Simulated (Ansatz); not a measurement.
The same path of BH₃NOS (7 atoms, charge -1, multiplicity 1) was run twice with different band settings. Lost on the way: N1–H6. Made: S4–H6.

Theory: RKS BHLYP/def2-SVP (Ansatz 0.2.0).

Relaxed end points:

```xyz
7
Properties=species:S:1:pos:R:3
N -0.547 0.994 0.109
B -0.032 -0.359 0.028
O 1.343 -0.417 0.314
S -0.984 -1.799 -0.371
H 0.096 1.761 0.002
H -1.436 1.162 -0.326
H 1.561 -1.343 0.245
```

```xyz
7
Properties=species:S:1:pos:R:3
N -0.182 1.419 0.137
B 0.142 0.118 0.117
O 1.382 -0.521 0.371
S -1.207 -1.228 -0.328
H 0.643 1.979 0.341
H -2.137 -0.344 -0.706
H 1.358 -1.423 0.069
```

Common settings: movable images 5; climbing image yes; spring 5.0 eV/Å²; optimiser quadratic models (default); force threshold 0.05 eV/Å; iteration limit 60; end points relaxed.

| run | start path |
| --- | --- |
| 1 | through a guess of the saddle point |
| 2 | straight line |

**Question.** What does each run give, and how far can it be trusted?

**Answer.** Run 1: converged after 16 iterations, highest image 2.192 eV above the first end. A vibrational analysis at the climbing image gives one clearly imaginary mode, 1521i cm⁻¹: a first-order saddle point.
Run 2: converged after 15 iterations, highest image 2.192 eV above the first end. Another band between the same ends (5 images) ends at a top of the same energy, where a vibrational analysis finds 1 clearly imaginary mode.
The orbitals stay closed-shell, which can raise the energy where a bond breaks towards radicals; this wasn't checked here. Limits of this set-up: an anion without diffuse functions.
